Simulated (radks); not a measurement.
Valence configurations of O (all share [He]). All-electron calculation, non-relativistic Kohn-Sham, r2SCAN, spin-polarised, spherical densities, point nucleus; open shells are filled with parallel spins first; meta-GGA in the generalised Kohn-Sham scheme. Program: a radial shooting solver on a logarithmic mesh with Libxc functionals. Order these by energy: 2s1 2p5; 2p6; 2s1.5 2p4.5; 2s0.5 2p5.5; 2s2 2p4.

Answer. From the lowest, in eV above it: 2s2 2p4 0.000; 2s1.5 2p4.5 7.916; 2s1 2p5 15.686; 2s0.5 2p5.5 25.407; 2p6 33.959. NIST lists [He] 2s2 2p4 as the ground configuration; this level of theory agrees among the configurations tried. The energies are those of spherical high-spin densities, not of single terms.
